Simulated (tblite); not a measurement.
Compound: C5H4NP.
InChI=1S/C5H4NP/c7-5-6-3-1-2-4-6/h1-4H

Computed values, GFN2-xTB/tblite, gas phase, harmonic and unscaled. This tight-binding method is rough: wavenumbers can miss measured ones by several per cent, in bad cases by 10 to 20.

Harmonic wavenumbers (cm⁻¹): 109.5, 114.3, 358.5, 469.5, 494.8, 568.4, 573.7, 759.6, 771.3, 819.7, 831.9, 842.0, 922.4, 1069.7, 1075.9, 1086.7, 1189.4, 1242.7, 1311.5, 1388.0, 1460.5, 1559.4, 1798.4, 3162.1, 3165.5, 3173.9, 3181.3.

A = 9277, B = 1232, C = 1088 MHz; mass 109.008 u (most abundant isotopes); point group C2v, symmetry number 2.

What is the zero-point energy?

½Σν̃ = 16750 cm⁻¹ = 200.38 kJ/mol.

What is S at 350 K and 1 bar for an ideal gas of classical rigid rotors and harmonic oscillators?

Translation 170.70, rotation 111.92, vibration 59.79: S = 342.4 J/(mol K).

And Cp and H(350 K) − H(0)?

Cp = 112.59 J/(mol K), of which vibrations give 79.33 (their classical limit is 27 R = 224.5); H(350 K) − H(0) = 23.76 kJ/mol without the zero-point energy, 12.12 from vibrations.

Blend soft modes into free rotors: weight 1/[1 + (100 cm⁻¹/ν̃)⁴] for the oscillator and the rest for a rotor with moment μB/(μ + B), μ = h/(8π²ν), B = 10⁻⁴⁴ kg m². What vibrational entropy results?

57.71 J/(mol K) in place of 59.79, which changes −T·S at 350 K by +0.73 kJ/mol.

What must be added to the electronic energy to get the Gibbs energy at 350 K and 1 bar?

ZPE + [H(350 K) − H(0)] − T·S = 200.38 + 23.76 − 119.84 = 104.30 kJ/mol.

Which modes carry the vibrational entropy at 350 K?

109.5 cm⁻¹: 15.02; 114.3 cm⁻¹: 14.67; 358.5 cm⁻¹: 5.80; 469.5 cm⁻¹: 4.03; 494.8 cm⁻¹: 3.71; 568.4 cm⁻¹: 2.92 J/(mol K); the other 21 give 13.63 together.

How do the functions run with temperature in this model?

| T (K) | S (J/(mol K)) | Cp (J/(mol K)) | H − H(0) (kJ/mol) | G − H(0) (kJ/mol) | ln q(vib) |
| --- | --- | --- | --- | --- | --- |
| 150 | 273.5 | 58.8 | 6.72 | -34.30 | 0.90 |
| 250 | 309.4 | 85.0 | 13.86 | -63.48 | 1.90 |
| 298.15 | 325.5 | 98.6 | 18.28 | -78.77 | 2.42 |
| 400 | 358.3 | 125.0 | 29.70 | -113.60 | 3.63 |
| 600 | 416.8 | 163.1 | 58.81 | -191.24 | 6.19 |
| 900 | 489.8 | 196.1 | 113.18 | -327.63 | 10.01 |

q(vib) and H(0) count from the zero-point level.

Hindered rotation and anharmonicity are outside this model.
